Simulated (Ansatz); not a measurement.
Two isomers of C2H9NOSi: A = `CC(O)N[SiH3]`, B = `CN[SiH](C)O`.

Calculated with Ansatz (gas phase, PBE0-D4/def2-TZVP geometries, no zero-point term in ΔE). CCSD(T)/CBS is the MP2 limit (def2-TZVPP, def2-QZVPP) plus CCSD(T) − MP2 in def2-TZVPP, frozen cores. Functionals use def2-TZVPP. B3LYP here is the variant with VWN-RPA as its local correlation; programs differ in this. Each species was taken in one conformer, which may not be the lowest.

A:

```xyz
14

C     0.848    1.518   -0.928
C     0.622    0.129   -0.379
O     1.848   -0.266    0.213
N    -0.482    0.084    0.537
Si   -1.556   -1.245    0.719
H    -0.040    1.864   -1.458
H     1.062    2.208   -0.108
H     1.700    1.524   -1.609
H     0.376   -0.555   -1.205
H     1.712   -1.120    0.633
H    -0.419    0.772    1.273
H    -2.138   -1.598   -0.604
H    -0.915   -2.488    1.249
H    -2.618   -0.829    1.669
```

B:

```xyz
14

C    -1.7142    0.7971   -0.3643
N    -0.6583    0.7961    0.6226
Si    0.8790    0.0674    0.4498
C     0.8310   -1.7108   -0.0850
O     1.7823    0.7972   -0.7271
H    -2.5222    0.0940   -0.1273
H    -2.1570    1.7913   -0.4863
H    -1.3086    0.5107   -1.3375
H    -0.9362    1.1213    1.5332
H     1.4990    0.2286    1.7958
H     0.3193   -2.3255    0.6591
H     0.3020   -1.8168   -1.0360
H     1.8413   -2.1027   -0.2226
H     1.8427    1.7523   -0.6745
```

Problem. Which is lower in electronic energy at CCSD(T)/CBS, and by how much? (Best estimate.)

Solution. Computed: B, by 47.5 kcal/mol.

Problem. Give E(B) − E(A) in kcal/mol with HF/def2-TZVPP, PBE0-D4, MP2/def2-TZVPP, ωB97M-V, r2SCAN-D4, CCSD(T)/def2-TZVPP, B3LYP-D4. (An estimate is asked.)

Solution. The calculation gave: HF/def2-TZVPP -46.6, PBE0-D4 -45.9, MP2/def2-TZVPP -48.3, ωB97M-V -47.2, r2SCAN-D4 -47.4, CCSD(T)/def2-TZVPP -46.3, B3LYP-D4 -46.9. None reverses the order clearly.

Largest T1 diagnostic: 0.011.

From PBE to PBE0 (25 % exact exchange), in def2-TZVPP and without D4, E(B) − E(A) moves by −1.0 kcal/mol.
